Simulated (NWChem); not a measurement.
# BPH4O2; SMILES OB(O)P

```xyz
8

B     -0.0029    -0.4987     0.0000
O     -0.0206    -1.1312    -1.2058
H     -0.0564    -2.0931    -1.1663
O     -0.0206    -1.1312     1.2058
H     -0.0564    -2.0931     1.1663
P     -0.0883     1.4362     0.0000
H      0.8496     1.6307     1.0548
H      0.8496     1.6307    -1.0548
```
Atoms are numbered in this order, from 1.

All runs: NWChem. Pople sets run with spherical d functions. STO-3G and 3-21G are far too small for this property and stand as cheap habits. Geometry: optimised at PBE0/def2-SVP. GIAO values for the isolated, static molecule; σ is the absolute isotropic shielding, δ = σ(reference) − σ with the isolated reference molecule computed at the same levels (11B: boron trifluoride, 1H: tetramethylsilane, 17O: water, 31P: phosphine).

| level | δ B1 (ppm) | δ O2 (ppm) | δ H3 (ppm) | δ P6 (ppm) | δ H7 (ppm) |
|---|---|---|---|---|---|
| Hartree-Fock/STO-3G | 32.1 | 44.6 | 1.75 | -13.4 | 0.31 |
| B3LYP/6-31G* | ? | ? | ? | ? | 1.90 |
| PBE0/pcSseg-1 | 22.7 | 134.3 | 3.27 | 4.6 | 1.87 |

Q: Fill in the missing entries.

A: 
- B3LYP/6-31G*, δ B1 (ppm): 22.1
- B3LYP/6-31G*, δ O2 (ppm): 108.2
- B3LYP/6-31G*, δ H3 (ppm): 2.82
- B3LYP/6-31G*, δ P6 (ppm): -4.4
